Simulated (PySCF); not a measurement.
C5H5F. Atoms are numbered in the order given.

```xyz
11

C     -0.1103    -2.6636     0.0000
C      0.3533    -1.4353     0.0000
C      0.8340    -0.1982     0.0000
C      0.0075     1.0073     0.0000
C      0.4632     2.2774     0.0000
F     -1.3201     0.7690     0.0000
H     -0.3179    -3.2015    -0.9421
H     -0.3179    -3.2015     0.9421
H      1.9266    -0.0383     0.0000
H     -0.2387     3.1219     0.0000
H      1.5430     2.4732     0.0000
```
Charge 0, spin multiplicity 1.

Geometry optimised at PBE-D3(BJ)/def2-SVP. This is a generated structure with no PubChem entry under its InChIKey; it may be hypothetical. One conformer was computed; it need not be the lowest.

Computed with PySCF with B3LYP/pcSseg-1.

GIAO shieldings, no solvent; atoms listed in one row are averaged. δ = σ(ref) − σ: ¹³C against TMS (σ = 181.3 ppm); ¹⁹F against CFCl3 (σ = 161.7 ppm); ¹H against TMS (σ = 31.68 ppm), references at their B3LYP-D3(BJ)/def2-TZVP geometries, non-relativistic.

Computed chemical shifts:
| nucleus | atoms | count | δ (ppm) |
|---|---|---|---|
| ¹³C | C2 | 1 | 232.8 |
| ¹³C | C4 | 1 | 174.1 |
| ¹³C | C5 | 1 | 102.2 |
| ¹³C | C3 | 1 | 98.7 |
| ¹³C | C1 | 1 | 88.7 |
| ¹⁹F | F6 | 1 | -109.3 |
| ¹H | H9 | 1 | 6.14 |
| ¹H | H7, H8 | 2 | 5.83 |
| ¹H | H10 | 1 | 5.24 |
| ¹H | H11 | 1 | 4.91 |
